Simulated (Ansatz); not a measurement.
The cluster H2Au2⁻. Total charge -1; quartet. Geometry PBE0-D4/def2-TZVPD; atoms count from 1.

Cartesian coordinates in Å:
```
Au -1.239 0.626 0.177
Au 1.347 -0.380 0.017
H -0.246 -0.761 0.820
H 0.138 0.516 -1.014
```

In the def2 sets Au takes a core potential; there is no spin–orbit coupling. The highest occupied level of the charge -1 quartet lies above zero (up to 0.43 eV). The electron is either unbound and held by the finite basis, or the level is raised by self-interaction error. At PBE0-D4/def2-TZVPD a doublet of charge -1 lies 2.78 eV below the quartet, each at its own geometry. The structure comes from a short search, and lower isomers may exist.

(1) Estimate the Mulliken populations from the PBE0/def2-TZVPD orbitals of Ansatz.

(2) Where does the spin sit?

(3) And the Mayer bond orders between heavy atoms (over 0.3)?

## Answers

(1) 
```csv
atom,charge (e),spin (α − β),d electrons
Au1,-0.54,1.15,9.65
Au2,-0.54,1.15,9.65
H3,0.04,0.35,–
H4,0.04,0.35,–
```
Mulliken values depend strongly on the basis. With diffuse functions, as here, like atoms can get unlike values, and bond orders can come out too low or too high.

(2) Summed by element: Au 2.30, H 0.70, of 3 unpaired in all. Largest on single atoms: Au1 1.15, Au2 1.15, H4 0.35.

(3) Au1–Au2 0.60 (2.78 Å).
